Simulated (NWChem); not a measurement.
# SnH3O2Br; SMILES [OH][SnH]([OH])[Br]

```xyz
7

Sn    -0.0068     0.7122     0.2594
O     -1.5430     1.5264    -0.6598
O      1.6470     1.3351    -0.6189
Br    -0.0291    -1.7624    -0.0575
H     -0.1117     1.1590     1.8921
H     -1.5026     1.4244    -1.6184
H      2.1420     0.5998    -1.0015
```
Atoms are numbered in this order, from 1.

All runs: NWChem. All runs use the structure optimised with PBE0/def2-SVP. Not confirmed as a minimum by frequencies. def2 effective core potentials on Sn; no spin-orbit coupling. Ions are spin-unrestricted doublets at the neutral geometry; other ion states weren't tried.

### Question
Estimate the computed values for B3LYP/def2-SVP. Quantities: vertical ionisation energy, ΔSCF (eV); −ε(HOMO) (eV).

### Answer
```json
{
  "vertical ionisation energy, ΔSCF (eV)": "10.53",
  "−ε(HOMO) (eV)": "8.16"
}
```
